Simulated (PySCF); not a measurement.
Excitation energy of Mn²⁺ by level of theory

Mn²⁺ [Ar] 3d5 (6S) → Mn²⁺ [Ar] 3d4 4s1 (6D), as a difference of total energies. All numbers are calculated (PySCF 2.14, the non-relativistic Hamiltonian (point nucleus), in def2-QZVPPD (11s6p5d4f2g, 100 functions)). Correlated levels: valence: [Ar] frozen; valence and next inner shell: [Ne] frozen. The calculations carry no spin-orbit coupling.

| method | excitation energy (eV) |
| --- | --- |
| UHF | 7.692 |
| LDA | 8.153 |
| PBE | 7.974 |
| PBE0 | 8.096 |
| r2SCAN | 8.086 |
| M06-L | 8.700 |
| TPSSh | 8.090 |
| TPSS | 8.042 |
| MP2 (valence) | 8.198 |
| SCS-MP2 (valence) | 7.860 |
| MP2 (valence and next inner shell) | 8.360 |

Task: Estimate what BP86 gives.

Result: 7.967 eV, closest to PBE among the rows shown.

Task: Estimate what SCS-MP2 (valence and next inner shell) gives.

Result: 8.052 eV, closest to TPSS among the rows shown.

A first-order spin-orbit estimate (lowest level to lowest level, LS coupling) adds -0.072 eV.
